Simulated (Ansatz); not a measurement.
Born–Oppenheimer molecular dynamics of C₂H₆Zn (9 atoms, charge 0, multiplicity 1). It starts from a relaxed structure.

These are results of RKS PBE/def2-SVP in Ansatz 0.2.0, not measurements.

| Quantity | Value |
| --- | --- |
| ensemble | NVT, Nosé–Hoover chain |
| time step | 1 fs |
| steps asked | 100 |
| set temperature | 200 K |
| thermostat | time constant 100 fs, chain length 3 (defaults) |
| seed | 61290 |

First frame:

```xyz
9
Properties=species:S:1:pos:R:3
Zn 0.000 0.000 0.000
C 0.000 0.000 1.948
H -0.988 -0.302 2.355
H 0.755 -0.705 2.355
H 0.233 1.007 2.355
C 0.000 0.000 -1.948
H 0.280 -0.995 -2.355
H -1.001 0.255 -2.355
H 0.721 0.740 -2.355
```

**Question.** How far do the bonds stretch over the last three quarters of this one trajectory? (Pairs bonded in most of those frames.)

**Answer.** 
```tsv
bond	mean (Å)	spread (Å)	shortest	longest
Zn1–C2	1.955	0.029	1.91	1.99
Zn1–C6	1.943	0.026	1.90	1.98
C2–H3	1.112	0.015	1.09	1.13
C2–H4	1.113	0.019	1.08	1.15
C2–H5	1.111	0.017	1.08	1.14
C6–H7	1.114	0.024	1.08	1.15
C6–H8	1.111	0.006	1.10	1.12
C6–H9	1.114	0.031	1.07	1.16
```

Mean temperature of the second half: 116 K. The conserved energy stayed within 0.85 meV per atom of its start (net change 0.81 meV per atom), so the integration is sound. The mean temperature of the second half is 42 % below the set value. A run of 0.1 ps of so small a system gives no equilibrium averages.

Run time: 4.4 min on 1 thread of Arm Neoverse V1 (shared host), peak memory 0.12 GiB.
